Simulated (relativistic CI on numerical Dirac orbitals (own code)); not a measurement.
## Pr²²⁺: q coefficients and field-shift factors

Computed by Dirac-Coulomb-Breit CI, KLI orbitals optimised for each configuration, derivatives by finite differences, unscaled Slater integrals, QED left out (own radial code, finite nucleus).

Configuration list (outside the closed core [Ar] 3d10): 4s²4p⁶4d, 4s²4p⁵4d², 4s²4p⁶4f, 4s4p⁶4d², 4s²4p⁵4d4f, 4s4p⁶4d4f. Double excitations out of closed p, d and f shells are left out; levels of such configurations are missing from the list, as are those of other unlisted configurations, and high levels can miss mixing partners.

With x = (α/α₀)² − 1 an excitation energy changes as ω = ω₀ + qx; K = 2q/ω₀ is the relative enhancement. Terms are leading LS components, so labels can repeat. The field-shift factor is F = δν/δ⟨r²⟩ for the transition from the lowest level.

Lowest level 4s²4p⁶4d ²D3/2.

| Level | ω₀ (cm⁻¹) | q (cm⁻¹) | K | F (GHz/fm²) |
| --- | --- | --- | --- | --- |
| 4s²4p⁶4d ²D5/2 | 40597 | 40590 | 2 | 0.551 |
| 4s²4p⁵4d² ⁴D°1/2 | 785183 | 29260 | 0.0745 | 3.06 |
| 4s²4p⁵4d² ⁴D°3/2 | 789946 | 27200 | 0.0689 | 3.05 |
| 4s²4p⁵4d² ⁴D°5/2 | 806463 | 34260 | 0.085 | 3.12 |
| 4s²4p⁵4d² ⁴G°7/2 | 820832 | 28650 | 0.0698 | 2.78 |
| 4s²4p⁵4d² ⁴D°5/2 | 825175 | 48020 | 0.116 | 3.29 |
| 4s²4p⁵4d² ⁴D°7/2 | 835413 | 63300 | 0.152 | 3.16 |
| 4s²4p⁵4d² ⁴G°9/2 | 838425 | 59460 | 0.142 | 3.09 |
| 4s²4p⁵4d² ⁴P°3/2 | 850023 | 41230 | 0.097 | 2.87 |
| 4s²4p⁵4d² ⁴G°11/2 | 851673 | 73130 | 0.172 | 3.24 |
| 4s²4p⁵4d² ⁴P°5/2 | 852202 | 63330 | 0.149 | 3.47 |
| 4s²4p⁵4d² ²D°3/2 | 852473 | 57340 | 0.135 | 3.37 |
| 4s²4p⁵4d² ²G°7/2 | 869656 | 57480 | 0.132 | 3.57 |

At this charge energies of transitions that change n are usually good to better than 1 %, and those within a shell (Δn = 0) to a few per cent.
